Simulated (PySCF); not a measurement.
A structure optimised at B3LYP-D3(BJ)/def2-SVP, used in a PySCF frequency run:

```xyz
12

C     -0.9610     3.1056     0.0000
C     -0.3402     2.0576     0.0000
B      0.3842     0.7076     0.0000
F      1.7091     0.6864     0.0000
C     -0.4182    -0.6445     0.0000
N      0.2073    -1.7584     0.0000
C     -0.5431    -2.9865     0.0000
H     -1.4985     4.0366     0.0000
H     -1.5313    -0.6188     0.0000
H     -0.2525    -3.5846    -0.8808
H     -1.6439    -2.8487     0.0000
H     -0.2525    -3.5846     0.8808
```
Charge 0, spin multiplicity 1.

Task: Write its SMILES, formula and point group.

Result: C#CB(F)/C=N/C, C4H5BFN, Cs

Task: What are its rotational constants (standard atomic weights)?

Result: 5.9925, 1.3015, 1.0764 GHz
